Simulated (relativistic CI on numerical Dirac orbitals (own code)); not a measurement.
**Radial parameters of Ho⁶⁵⁺**

Method of calculation: Dirac-Coulomb-Breit CI, orbitals from a KLI potential per configuration, QED by a radiative potential, unscaled Slater integrals (own radial code, finite nucleus).

Slater integrals F^k, G^k are unscaled and averaged over j, outside the closed core (none); ζ comes from projecting the Hamiltonian with its Breit term on Σ l·s of the shell.

- 1s.2s: G^0(1s,2s) = 408760 cm⁻¹; <r>(1s) = 0.02052, <r^2>(1s) = 0.0005746, <r>(2s) = 0.08223, <r^2>(2s) = 0.008005 (bohr units).
- 1s.2p: G^1(1s,2p) = 711470, ζ(2p) = 5.4654e+06 cm⁻¹; <r>(1s) = 0.02052, <r^2>(1s) = 0.0005746, <r>(2p) = 0.07166, <r^2>(2p) = 0.006235 (bohr units).
- 1s.3s: G^0(1s,3s) = 106180 cm⁻¹; <r>(1s) = 0.0205, <r^2>(1s) = 0.0005737, <r>(3s) = 0.1898, <r^2>(3s) = 0.04118 (bohr units).

Averages of the first 10 configurations, taken without configuration mixing, which lowers the lowest level and can move excited configurations by several eV; other configurations of the list can lie among them:

```tsv
Configuration	Parity	States	Average energy above the lowest level (eV)
1s2	even	1	0.3
1s.2s	even	4	47618.3
1s.2p	odd	12	48373.3
1s.3s	even	4	56722.9
1s.3p	odd	12	56945.6
1s.3d	even	20	57105.4
1s.4s	even	4	59857.7
1s.4p	odd	12	59950.8
1s.4d	even	20	60018.1
1s.4f	odd	28	60043.6
```
